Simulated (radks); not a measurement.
The numbers below are computed, except where a source is named.
All-electron atom: Gd28+ in [Kr] (the NIST ground configuration).

Level of theory: Dirac Kohn-Sham, relativistic LDA (MacDonald-Vosko exchange, VWN5 correlation), spin-unpolarised, spherical densities, finite nucleus; Fermi nuclear charge, rms radius 5.1569 fm (a radial shooting solver on a logarithmic mesh with Libxc functionals).

Energy parts (hartree):
| part | energy |
|---|---|
| total | -10868.4562 |
| kinetic | 11846.3078 |
| electron-nucleus | -25354.4940 |
| Hartree | 2826.0655 |
| exchange-correlation | -186.3355 |

Orbitals (lengths in bohr, moments of r in powers of bohr; r(max) is where P^2 peaks; r(90%) holds 90 % of the orbital's charge):
| orbital | occ. | eigenvalue (hartree) | <r^2> | r(90%) | r(max) |
|---|---|---|---|---|---|
| 1s1/2 | 2 | -1862.846 | 0.0006603 | 0.0398 | 0.01398 |
| 2s1/2 | 2 | -337.6713 | 0.01027 | 0.145 | 0.07946 |
| 2p1/2 | 2 | -322.8453 | 0.007446 | 0.128 | 0.05997 |
| 2p3/2 | 4 | -297.5394 | 0.008672 | 0.137 | 0.06577 |
| 3s1/2 | 2 | -101.2492 | 0.06725 | 0.356 | 0.2241 |
| 3p1/2 | 2 | -94.83183 | 0.06234 | 0.347 | 0.2110 |
| 3p3/2 | 4 | -89.51113 | 0.06901 | 0.365 | 0.2230 |
| 3d3/2 | 4 | -78.48201 | 0.05444 | 0.335 | 0.1763 |
| 3d5/2 | 6 | -77.30424 | 0.05628 | 0.340 | 0.1797 |
| 4s1/2 | 2 | -43.86861 | 0.2861 | 0.715 | 0.4912 |
| 4p1/2 | 2 | -41.23105 | 0.2886 | 0.723 | 0.4898 |
| 4p3/2 | 4 | -39.67866 | 0.3107 | 0.749 | 0.5102 |

The highest occupied level is 4p3/2 at -1079.7 eV. The density falls to 0.001 e/bohr^3 at r = 1.28 bohr. The electron density at the nucleus is 6.21e+05 e/bohr^3.
